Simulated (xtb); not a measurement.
CH6AlNO, SMILES [AlH]([O]C)[NH2]. All values are semi-empirical tight-binding results from xtb (GFN2-xTB unless named), good for trends rather than for accurate numbers. Geometry optimised at GFN2-xTB. Other conformers were not sampled.

The geometry has at least one imaginary mode, so it is a saddle point at that level.

For metal compounds this method's bond lengths and energies can be far off.

Task: Estimate the properties. (Estimate from the structure and the level; the computed values follow.)

Result: 
```json
{
  "orbital_gap": "4.53 eV"
}
```
